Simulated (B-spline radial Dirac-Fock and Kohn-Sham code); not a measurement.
# Auger parameter of chlorine: the L3 level and its strongest L3-MM line

Calculated with an atomic code on a B-spline grid, using relaxed Dirac-Fock hole states (ΔSCF) with Breit and QED corrections and a finite nucleus. The modified Auger parameter α′ is the binding energy plus the kinetic energy of the Auger electron; it does not depend on the energy zero. For free ions it tends to fall with charge, since less charge screens the final holes.

```
             species  configuration  binding 2p3/2 (eV)  Auger line  kinetic (eV)  α′ (eV)
                 Cl⁻   [Ne] 3s2 3p6               196.4    M2M3 J=2         180.3    376.8
Cl⁻ (Watson 1.538 Å)   [Ne] 3s2 3p6               204.7    M2M3 J=2         171.2    375.9
 Cl⁻ (Watson 1.81 Å)   [Ne] 3s2 3p6               203.9    M2M3 J=2         172.5    376.4
Cl⁻ (Watson 2.172 Å)   [Ne] 3s2 3p6               202.9    M2M3 J=2         173.7    376.6
                  Cl   [Ne] 3s1 3p6               210.3    M2M3 J=2         173.0    383.3
```
